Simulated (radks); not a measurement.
Species: Yb20+. Configuration: [Kr] 4d10 4f4. Method: Dirac Kohn-Sham, BLYP, spin-unpolarised, spherical densities, finite nucleus; open shells fill j = l - 1/2 first; Fermi nuclear charge, rms radius 5.3108 fm; computed with a radial shooting solver on a logarithmic mesh with Libxc functionals.

Unscreened Slater integrals over Kohn-Sham orbitals (hartree). Large and small components are both included. Empty in this configuration: 4f7/2.

| integral | value |
|---|---|
| F0(4f5/2,4f5/2) | 1.7430 |
| F2(4f5/2,4f5/2) | 0.90052 |
| F4(4f5/2,4f5/2) | 0.58191 |
| F0(4f5/2,4d5/2) | 1.7276 |
| F2(4f5/2,4d5/2) | 0.86649 |
| F4(4f5/2,4d5/2) | 0.56382 |
| G1(4f5/2,4d5/2) | 0.96371 |
| G3(4f5/2,4d5/2) | 0.63746 |
| G5(4f5/2,4d5/2) | 0.46033 |
| F0(4f5/2,4d3/2) | 1.7419 |
| F2(4f5/2,4d3/2) | 0.87501 |
| G1(4f5/2,4d3/2) | 0.98340 |
| G3(4f5/2,4d3/2) | 0.64840 |
| F0(4f5/2,4p3/2) | 1.7523 |
| F2(4f5/2,4p3/2) | 0.89091 |
| G2(4f5/2,4p3/2) | 0.75489 |
| G4(4f5/2,4p3/2) | 0.53812 |
| F0(4f5/2,4f7/2) | 1.7370 |
| F2(4f5/2,4f7/2) | 0.89809 |
| F4(4f5/2,4f7/2) | 0.58049 |
| G2(4f5/2,4f7/2) | 0.89440 |
| G4(4f5/2,4f7/2) | 0.57821 |
| G6(4f5/2,4f7/2) | 0.42125 |
| F0(4d5/2,4d5/2) | 1.7338 |
| F2(4d5/2,4d5/2) | 0.88736 |
| F4(4d5/2,4d5/2) | 0.59953 |
| F0(4d5/2,4d3/2) | 1.7476 |
| F2(4d5/2,4d3/2) | 0.89322 |
| G2(4d5/2,4d3/2) | 0.89044 |
| G4(4d5/2,4d3/2) | 0.60168 |
| F0(4d5/2,4p3/2) | 1.7565 |
| F2(4d5/2,4p3/2) | 0.90567 |
| G1(4d5/2,4p3/2) | 1.1387 |
| G3(4d5/2,4p3/2) | 0.72222 |
| F0(4d5/2,4f7/2) | 1.7220 |
| F2(4d5/2,4f7/2) | 0.86540 |
| F4(4d5/2,4f7/2) | 0.56364 |
| G1(4d5/2,4f7/2) | 0.96656 |
| G3(4d5/2,4f7/2) | 0.63916 |
| G5(4d5/2,4f7/2) | 0.46153 |
| F0(4d3/2,4d3/2) | 1.7618 |
| F2(4d3/2,4d3/2) | 0.89983 |
| F0(4d3/2,4p3/2) | 1.7706 |
| F2(4d3/2,4p3/2) | 0.91180 |
| G1(4d3/2,4p3/2) | 1.1399 |
| G3(4d3/2,4p3/2) | 0.72430 |
| F0(4d3/2,4f7/2) | 1.7361 |
| F2(4d3/2,4f7/2) | 0.87371 |
| G3(4d3/2,4f7/2) | 0.64698 |
| G5(4d3/2,4f7/2) | 0.46655 |
| F0(4p3/2,4p3/2) | 1.7831 |
| F2(4p3/2,4p3/2) | 0.93430 |
| F0(4p3/2,4f7/2) | 1.7465 |
| F2(4p3/2,4f7/2) | 0.88959 |
| G2(4p3/2,4f7/2) | 0.75639 |
| G4(4p3/2,4f7/2) | 0.53898 |
| F0(4f7/2,4f7/2) | 1.7312 |
| F2(4f7/2,4f7/2) | 0.89577 |
| F4(4f7/2,4f7/2) | 0.57914 |
| F6(4f7/2,4f7/2) | 0.42195 |
